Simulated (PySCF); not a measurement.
Match the calculated data to a structure.

All candidates are C6H11PS.

| technique | computed result |
| --- | --- |
| 13C NMR | chemical shifts (computed TMS as zero) by class: 113.3 (1 C), 80.1 (1 C), 37.9 (1 C), 17.6 (1 C), 14.6 (1 C), 5.8 (1 C) ppm [GIAO PBE0/pcSseg-1] |
| 1H NMR | chemical shifts (computed TMS as zero) by class: 7.31 (1 H), 2.18 (3 H), 1.86 (1 H), 1.27 (3 H), 1.16 (3 H) ppm [GIAO PBE0/pcSseg-1] |
| NMR, other nuclei | isotropic shieldings of nuclei other than C and H, by class: 338 (1 P), 807 (1 S) ppm [GIAO PBE0/pcSseg-1] |
| Rotational structure | rotational constants A, B, C: 1.916, 0.868, 0.695 GHz [GFN2-xTB] |
| Dipole | 4.87 D [PBE0/pcSseg-1] |

Gas-phase values; electronic properties from PySCF, density fitting. Levels stand in brackets. One conformer (not necessarily the lowest) at the GFN2-xTB geometry, without solvent, vibrations or thermal averaging. Each NMR value is the plain mean over a class of atoms that symmetry, rotation or inversion makes alike.

**Question.** Which candidate is it?
A. `CC[C@@H](C)P1(=S)C=C1`
B. `CC#C[P@H](=S)C(C)C`
C. `C/C=C/P1(=S)CCC1`
D. `CCC1=C(C)[P@@]1(C)=S`

**Answer.** B. It is `CC#C[P@H](=S)C(C)C`. Numbering: `[CH3:1][C:2]#[C:3][P@H:4](=[S:5])[CH:6]([CH3:7])[CH3:8]`. 6 carbons fall into 6 classes; from least to most shielded: alkyne carbon [C2] (113.3 ppm), alkyne carbon [C3] (80.1 ppm), sp3 carbon bound to phosphorus [C6] (37.9 ppm), methyl carbon [C7] (17.6 ppm), methyl carbon [C8] (14.6 ppm), propargylic carbon [C1] (5.8 ppm). Hydrogen classes from least to most shielded: 1 H on a phosphorus bonded to 2 C, S and H, P4 (7.31 ppm), 3 H on a propargylic carbon, C1 (2.18 ppm), 1 H on an sp3 carbon bound to phosphorus, C6 (1.86 ppm), 3 H on a methyl carbon, C8 (1.27 ppm, a mean of values up to 0.7 ppm apart in this geometry), 3 H on a methyl carbon, C7 (1.16 ppm, a mean of values up to 0.7 ppm apart in this geometry). The other shieldings belong to: 338 ppm, phosphorus bonded to 2 C, S and H [P4]; 807 ppm, sulfur bonded to P [S5]. The optimised geometry has point group C1 and is an asymmetric top.

The others, at the same levels:
- `CC[C@@H](C)P1(=S)C=C1` fails: its computed 13C shifts are 170.6 (1 C), 167.2 (1 C), 58.7 (1 C), 29.0 (1 C), 18.0 (1 C), 17.8 (1 C) ppm, 1H shifts are 9.51 (1 H), 9.48 (1 H), 2.06 (1 H), 1.50 (3 H), 1.44 (1 H), 1.36 (3 H), 1.28 (1 H) ppm and rotational constant A is 1.626 GHz (against 1.916 GHz).
- `CCC1=C(C)[P@@]1(C)=S` fails: its computed 13C shifts are 170.0 (1 C), 163.7 (1 C), 30.7 (1 C), 22.6 (1 C), 15.3 (1 C), 13.4 (1 C) ppm, 1H shifts are 2.74 (1 H), 2.64 (1 H), 2.35 (3 H), 1.81 (3 H), 1.23 (3 H) ppm and rotational constant A is 1.588 GHz (against 1.916 GHz).
- `C/C=C/P1(=S)CCC1` fails: it has 5 carbon classes against 6; its computed 13C shifts are 150.2 (1 C), 136.5 (1 C), 43.5 (2 C), 24.2 (1 C), 15.2 (1 C) ppm, 1H shifts are 6.46 (1 H), 6.26 (1 H), 2.51 (2 H), 2.49 (2 H), 2.04 (3 H), 1.99 (1 H), 1.75 (1 H) ppm and rotational constant A is 1.739 GHz (against 1.916 GHz).

Each candidate is one conformer, not necessarily the lowest. The conformers computed, where there is a choice (atom-mapped SMILES and torsion angles):
- `[CH3:1][C:2]#[C:3][P@H:4](=[S:5])[CH:6]([CH3:7])[CH3:8]`: C3–P4–C6–C7 -169°
- `[CH3:1][CH2:2][C@@H:3]([CH3:4])[P:5]1(=[S:6])[CH:7]=[CH:8]1`: C1–C2–C3–C4 -178°, C2–C3–P5–S6 -53°
- `[CH3:1][CH2:2][C:3]1=[C:4]([CH3:5])[P@@:6]1([CH3:7])=[S:8]`: C1–C2–C3–C4 138°
- `[CH3:1]/[CH:2]=[CH:3]/[P:4]1(=[S:5])[CH2:6][CH2:7][CH2:8]1`: C2–C3–P4–S5 91°
